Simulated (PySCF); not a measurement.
SMILES Cl[SiH][Si](Cl)(Cl)Cl, doublet, PBE0/def2-SVP optimised geometry.

```
7

Cl    -0.90    -1.37    -3.58
Si    -1.50    -2.23    -1.80
Si    -0.70    -0.98     0.00
Cl    -1.35     0.98     0.00
Cl     1.35    -0.98     0.00
Cl    -1.38    -1.89     1.71
H     -2.99    -2.33    -1.78
```

Density from unrestricted PBE0/def2-TZVP (PySCF) at that geometry.

Minimum of the electron density along straight lines between bonded atoms, close to the bond critical point (lines longer than 1.1 times the sum of covalent radii, or with two minima, are not listed):

```csv
bond,length / Å,ρ at the minimum / e bohr⁻³,∇²ρ there / e bohr⁻⁵,position (fraction from the first atom)
Cl1–Si2,2.069,0.096,0.22,0.64
Si2–Si3,2.331,0.097,(withheld),0.45
Si3–Cl4,2.056,0.101,0.21,0.36
Si3–Cl5,2.052,0.102,0.21,0.36
Si3–Cl6,2.058,0.101,0.21,0.36
Si2–H7,1.496,(withheld),(withheld),0.49
```

Q: Fill in the missing entries.

A: 
- Si2–Si3, ∇²ρ there / e bohr⁻⁵: -0.18
- Si2–H7, ρ at the minimum / e bohr⁻³: 0.121
- Si2–H7, ∇²ρ there / e bohr⁻⁵: 0.13
